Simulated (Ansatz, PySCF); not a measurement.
3,3-difluoro-2-methylprop-1-ene (C4H6F2), SMILES C=C(C)C(F)F. Atoms are numbered in the order given.

```xyz
12

C      1.6135     0.7456    -0.2678
C      0.3060     0.6836    -0.0099
C     -0.6350     1.8437    -0.0858
C     -0.3275    -0.6163     0.4016
F     -1.3763    -0.8962    -0.4148
F      0.5360    -1.6487     0.3305
H      2.0852     1.6886    -0.5561
H      2.2441    -0.1427    -0.1995
H     -1.4156     1.6570    -0.8399
H     -0.1057     2.7694    -0.3474
H     -1.1529     2.0012     0.8755
H     -0.7206    -0.5716     1.4355
```
Charge 0, spin multiplicity 1.

Geometry optimised at PBE0-D3(BJ)/def2-SVP. The values are those of a single conformer.

Two levels are set side by side: PBE-D3(BJ)/def2-SVP (Ansatz, a program for electronic structure) and PBE0-D3(BJ)/def2-SVP (Ansatz). Each level has its own optimised geometry; the coordinates shown are those of the second. Frequencies come from the Hessian of PySCF at each geometry. Differences are taken from unrounded values.

```
quantity                            PBE0-D3(BJ)  PBE-D3(BJ)  PBE-D3(BJ) minus PBE0-D3(BJ)
----------------------------------  -----------  ----------  ----------------------------
mean bond length (Å)                      1.239       1.250                         0.010
bond C1–C2 (Å)                            1.334       1.345                         0.011
bond C2–C3 (Å)                            1.496       1.503                         0.007
bond C2–C4 (Å)                            1.503       1.512                         0.009
bond C4–F5 (Å)                            1.358       1.377                         0.019
bond C4–F6 (Å)                            1.348       1.364                         0.017
bond C1–H7 (Å)                            1.093       1.101                         0.008
bond C1–H8 (Å)                            1.092       1.099                         0.008
bond C3–H9 (Å)                            1.101       1.110                         0.008
bond C3–H10 (Å)                           1.098       1.106                         0.008
bond C3–H11 (Å)                           1.103       1.112                         0.009
bond C4–H12 (Å)                           1.107       1.118                         0.011
highest harmonic wavenumber (cm⁻¹)         3284        3191                           -93
mean harmonic wavenumber (cm⁻¹)            1377        1327                           -50
zero-point energy (kcal/mol)              59.05       56.89                         -2.15
```

Exact exchange shortens and stiffens bonds; PBE has none. Differences between two approximate levels are no errors against the true value.
